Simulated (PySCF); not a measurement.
PySCF 2.14 output of an unrestricted r2SCAN calculation on a single atom or ion in aug-cc-pwCVQZ, with no relativity, point nucleus:

```
SCF conv_tol = 1e-09
number electrons alpha = 2  beta = 1
    J. W. Furness, A. D. Kaplan, J. Ning, J. P. Perdew, and J. Sun.,  J. Phys. Chem. Lett. 11, 8208-8215 (2020)
    J. W. Furness, A. D. Kaplan, J. Ning, J. P. Perdew, and J. Sun.,  J. Phys. Chem. Lett. 11, 9248-9248 (2020)
    J. W. Furness, A. D. Kaplan, J. Ning, J. P. Perdew, and J. Sun.,  J. Phys. Chem. Lett. 11, 8208-8215 (2020)
    J. W. Furness, A. D. Kaplan, J. Ning, J. P. Perdew, and J. Sun.,  J. Phys. Chem. Lett. 11, 9248-9248 (2020)
cycle= 1 E= -23.2269718874374  delta_E= -0.00147  |g|= 0.00672  |ddm|= 0.185
cycle= 2 E= -23.226979093028  delta_E= -7.21e-06  |g|= 0.000595  |ddm|= 0.0217
cycle= 3 E= -23.2269791573437  delta_E= -6.43e-08  |g|= 1.99e-05  |ddm|= 0.00264
cycle= 4 E= -23.2269791574148  delta_E= -7.11e-11  |g|= 2.11e-06  |ddm|= 0.000118
converged SCF energy = -23.2269791574148  <S^2> = 0.75005198  2S+1 = 2.000052
```

The run itself started from symmetry-adapted Hartree-Fock orbitals and held the occupation by maximum overlap, on a logarithmic radial grid, so the iterations belong to that start.

**Question.** Which element, charge and spin multiplicity is this?

**Answer.** B²⁺ (boron, charge +2), multiplicity 2; the state was [He] 2p1, 2P determinant (an excited configuration).
